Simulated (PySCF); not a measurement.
# CsSi at LDA

Level: LDA. Cs x2c-TZVPPall, Si x2c-TZVPPall; spin-free X2C with a Gaussian nucleus (PySCF 2.14).

```json
{
 "state": "⁴Σ⁻ (quartet), unpaired electrons σ ↑, π ↑↑",
 "bond length": "3.190 Å",
 "harmonic wavenumber": "171 cm⁻¹",
 "force constant": "0.399 mdyn/Å",
 "rotational constant Be": "0.07167 cm⁻¹",
 "anharmonicity ωexe": "0.623 cm⁻¹",
 "vibration–rotation constant αe": "0.000357 cm⁻¹",
 "well depth De to Cs + Si": "1.98 eV",
 "dissociation energy D0": "1.97 eV",
 "bond order (Mayer)": "1.08",
 "dipole moment (positive dipole means Cs(−)Si(+))": "-8.58 D"
}
```

These are scalar-relativistic numbers at best; spin–orbit coupling would shift them, the dissociation energy most. The state was picked by a PBE0 search and need not be the measured ground state.
